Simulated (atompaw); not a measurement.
# Scattering properties, PAW (atompaw) potential for carbon

```
Element                 : carbon
Generator               : atompaw 4.2.0.5
Type                    : PAW
Functional              : PBEsol
Relativity              : scalar-relativistic
Frozen core             : [He]
Valence charge          : 4
Reference configuration : 2s2 2p0 (charge +2)
Partial waves           : 2s (bound): rc 2.40 bohr; 2s channel at -2.4 Ry: rc 2.40 bohr; 2p (bound, empty): rc 2.40 bohr; 2p channel at -1.15 Ry: rc 2.40 bohr; 3d channel at 0.5 Ry: rc 2.40 bohr; 3d channel at 2.25 Ry: rc 2.40 bohr
Local potential         : bessel scheme, radius 2.05 bohr
Core correction         : smooth core density matched at 1.75 bohr
Augmentation charge     : gaussian compensation charge, radius 2.30 bohr; PAW radius 2.40 bohr; waves and projectors: custom rrkj gramschmidtortho
```

The phase is arctan(r·u′/u) with u = r·R(r), unwrapped; energies in Ry, scanned from -5 to 5 Ry. A pole is an energy at which the radial function vanishes at the test radius. The pseudo phase is shifted by a multiple of π to meet the all-electron one at the reference energy, and phase errors are pseudo minus all-electron; the curves can meet again beyond the range given. Levels narrower than the energy grid can be missing from the lists of poles.

Task: For each channel, where are the poles, and over which energies does the pseudopotential scatter like the atom?

Result:

```json
{"channel": "s", "radius (bohr)": "2.40", "reference energy (Ry)": "-2.95", "poles, all-electron": "-2.62, 4.04", "poles, pseudo": "-2.62, 2.66", "unbroken range about the reference energy with phases within 0.05 rad": "below -0.2", "phase error 1 Ry above the reference energy (rad)": "-0.000"}
{"channel": "p", "radius (bohr)": "2.40", "reference energy (Ry)": "-2.32", "poles, all-electron": "-2.02, 3.53", "poles, pseudo": "-2.02, 3.57", "unbroken range about the reference energy with phases within 0.05 rad": "the whole range", "phase error 1 Ry above the reference energy (rad)": "-0.000"}
{"channel": "d", "radius (bohr)": "2.40", "reference energy (Ry)": "0.50", "poles, all-electron": "1.70", "poles, pseudo": "1.70", "unbroken range about the reference energy with phases within 0.05 rad": "the whole range", "phase error 1 Ry above the reference energy (rad)": "-0.000"}
```

Phases in the s channel:

```json
{"E (Ry)": "-5.00", "all-electron": "1.310", "pseudo": "1.309"}
{"E (Ry)": "-4.52", "all-electron": "1.272", "pseudo": "1.271"}
{"E (Ry)": "-4.04", "all-electron": "1.203", "pseudo": "1.202"}
{"E (Ry)": "-3.56", "all-electron": "1.004", "pseudo": "1.004"}
{"E (Ry)": "-3.08", "all-electron": "-0.759", "pseudo": "-0.759"}
{"E (Ry)": "-2.60", "all-electron": "-1.584", "pseudo": "-1.584"}
{"E (Ry)": "-2.12", "all-electron": "-1.728", "pseudo": "-1.728"}
{"E (Ry)": "-1.64", "all-electron": "-1.814", "pseudo": "-1.815"}
{"E (Ry)": "-1.16", "all-electron": "-1.902", "pseudo": "-1.905"}
{"E (Ry)": "-0.68", "all-electron": "-2.027", "pseudo": "-2.038"}
{"E (Ry)": "-0.20", "all-electron": "-2.258", "pseudo": "-2.310"}
{"E (Ry)": "0.28", "all-electron": "-2.797", "pseudo": "-3.032"}
{"E (Ry)": "0.76", "all-electron": "-3.691", "pseudo": "-3.987"}
{"E (Ry)": "1.24", "all-electron": "-4.201", "pseudo": "-4.382"}
{"E (Ry)": "1.72", "all-electron": "-4.417", "pseudo": "-4.550"}
{"E (Ry)": "2.20", "all-electron": "-4.530", "pseudo": "-4.646"}
{"E (Ry)": "2.68", "all-electron": "-4.599", "pseudo": "-4.715"}
{"E (Ry)": "3.16", "all-electron": "-4.648", "pseudo": "-4.774"}
{"E (Ry)": "3.64", "all-electron": "-4.686", "pseudo": "-4.836"}
{"E (Ry)": "4.12", "all-electron": "-4.718", "pseudo": "-4.913"}
{"E (Ry)": "4.60", "all-electron": "-4.746", "pseudo": "-5.032"}
```
